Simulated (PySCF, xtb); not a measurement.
AgF, SMILES [F][Ag], multiplicity 1.

GFN2-xTB (xtb) at its own geometry gives an orbital gap of 3.79 eV and a dipole moment of 6.36 D.

Geometry: B3LYP-D3(BJ)/def2-TZVPD. The multiplicity is an assumed one; other spin states were not compared. The def2 effective core potentials stand for the cores of Ag; spin–orbit coupling is left out.

**Question.** What does HF/def2-TZVPD (PySCF) give? (The exact figures need the calculation; the answer reports its results.)

**Answer.** gap 11.30 eV (levels -11.79 and -0.50 eV), dipole 7.13 D.
